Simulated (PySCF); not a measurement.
C₄H₇BOSi, SMILES o1c(ccc1)[SiH2]B, GFN2-xTB optimised geometry.

```
14

B      2.48    -0.89    -0.59
Si     0.81    -1.71     0.00
C     -0.50    -0.36     0.00
C     -1.87    -0.36     0.00
C     -2.28     0.99     0.00
C     -1.13     1.73     0.00
O     -0.06     0.93     0.00
H      2.72    -0.75    -1.73
H      3.28    -0.49     0.16
H      0.24    -2.79    -0.83
H      0.79    -2.29     1.37
H     -2.50    -1.23     0.00
H     -3.28     1.37     0.00
H     -0.96     2.79     0.00
```

Density from CAM-B3LYP/def2-TZVP (PySCF) at that geometry.

Minimum of the electron density along straight lines between bonded atoms, close to the bond critical point (lines longer than 1.1 times the sum of covalent radii, or with two minima, are not listed):

```
bond     length / Å  ρ at the minimum / e bohr⁻³  ∇²ρ there / e bohr⁻⁵  position (fraction from the first atom)
-------  ----------  ---------------------------  --------------------  ---------------------------------------
B1–Si2        1.957                        0.122                 -0.03                                     0.61
Si2–C3        1.886                          ___                  0.22                                     0.39
C3–C4         1.368                        0.335                 -0.99                                     0.51
C4–C5         1.413                        0.302                   ___                                     0.50
C5–C6         1.361                        0.339                 -1.02                                     0.48
C3–O7         1.359                        0.284                 -0.25                                     0.33
C6–O7         1.341                        0.301                   ___                                     0.33
B1–H8         1.170                        0.195                 -0.41                                     0.44
B1–H9         1.170                        0.195                 -0.41                                     0.44
Si2–H10       1.476                        0.122                  0.17                                     0.49
Si2–H11       1.478                        0.122                  0.16                                     0.49
C4–H12        1.071                        0.292                 -1.07                                     0.65
C5–H13        1.071                        0.291                 -1.07                                     0.65
C6–H14        1.073                        0.296                 -1.11                                     0.66
```

Task: Fill in the missing entries.

Result: 
- Si2–C3, ρ at the minimum / e bohr⁻³: 0.115
- C4–C5, ∇²ρ there / e bohr⁻⁵: -0.85
- C6–O7, ∇²ρ there / e bohr⁻⁵: -0.30
